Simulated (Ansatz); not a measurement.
Ansatz (a quantum-chemistry and plane-wave program) input:

Ansatz 0.2 input:
```yaml
crystal:
  periodic: [false, false, false]
  atoms:
    - {symbol: Sc, position_ang: [-0.00000000, -0.00000000, -1.49384101]}
    - {symbol: Br, position_ang: [0.00000000, 0.00000000, 0.89630461]}
basis:
  gaussian:
    orbitals: def2-TZVPP
hamiltonian:
  xc: pbe
magnetization: {spin_polarized: false}
correlation: {method: rpa, electrons: outside_noble_gas}
```

### Question
Which total energy does the run end on?

### Answer
-3332.58834 Eh (RPA@PBE/def2-TZVPP). The basis has 112 functions.
